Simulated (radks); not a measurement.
Task: Coherent X-ray form factor from a spherical all-electron density. All-electron calculation, scalar-relativistic Kohn-Sham, PBE, spin-polarised, spherical densities, finite nucleus; Fermi nuclear charge, rms radius of each element as measured or else 0.836 A^(1/3) + 0.57 fm. Program: a radial shooting solver on a logarithmic mesh with Libxc functionals.

sin(theta)/lambda (1/angstrom),f0 (electrons)
0.05,28.733
0.1,27.971
0.15,26.819
0.2,25.408
0.25,23.854
0.3,22.247
0.4,19.092
0.5,16.219
0.6,13.754
0.8,10.159
1,8.046
1.25,6.622
1.5,5.768
2,4.431

The species is in the configuration that NIST lists as its ground one. Which atom or ion scatters so?

Result: The germanium ion Ge3+, [Ar] 3d10 4s1. Extrapolating in s^2 from the first two rows gives f0(0) = 29.0, near the electron count 29; among species with that count, the fall with angle is slower the higher Z, and the table is that of Z = 32; from so few rows the species is fixed only to a neighbour or two.
